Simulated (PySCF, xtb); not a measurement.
Cl5Si2, SMILES Cl[Si](Cl)[Si](Cl)(Cl)Cl, multiplicity 2. The values are those of a single conformer.

Harmonic wavenumbers (cm⁻¹) from GFN2-xTB run with xtb at its own minimum, in rising order: 15, 53, 56, 104, 105, 138, 152, 168, 196, 322, 427, 472, 473, 494, 544.

Task: What does PySCF with PBE-D3(BJ)/def2-SVP give at its own minimum? (Estimate from the structure and the level; the computed values follow.)

Result: 22, 51, 60, 114, 123, 162, 181, 188, 223, 338, 469, 561, 564, 590, 593. Paired by order, the mean absolute difference is 35 cm⁻¹ and the zero-point energies are 5.3 and 6.1 kcal/mol.
